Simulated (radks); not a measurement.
Charge is removed step by step from the 3p3/2 level of the titanium ion Ti+, starting from [Ne] 3s2 3p(1/2: 2, 3/2: 4) 3d2 4s1. Calculated with a radial shooting solver on a logarithmic mesh with Libxc functionals: Dirac Kohn-Sham, BLYP, spin-unpolarised, spherical densities, point nucleus; open shells fill j = l - 1/2 first.

| removed (e) | E - E(0) (eV) | eigenvalue (eV) | E minus straight line (eV) |
|---|---|---|---|
| 0 | 0.000 | -45.737 | 0.000 |
| 0.125 | 5.831 | -47.563 | -0.847 |
| 0.25 | 11.893 | -49.438 | -1.462 |
| 0.375 | 18.192 | -51.358 | -1.841 |
| 0.5 | 24.734 | -53.319 | -1.976 |
| 0.625 | 31.523 | -55.317 | -1.865 |
| 0.75 | 38.565 | -57.351 | -1.501 |
| 0.875 | 45.863 | -59.418 | -0.881 |
| 1 | 53.421 | -61.517 | 0.000 |

Removing the whole electron costs 53.421 eV by Delta-SCF, against 45.737 eV from minus the eigenvalue at the starting occupation. Slater's transition state (half an electron removed) gives 53.319 eV. Integrating minus the eigenvalue over the occupation (Janak's theorem) gives 53.421 eV. The mean slope of the eigenvalue, de/dn, is 15.8 eV per electron.
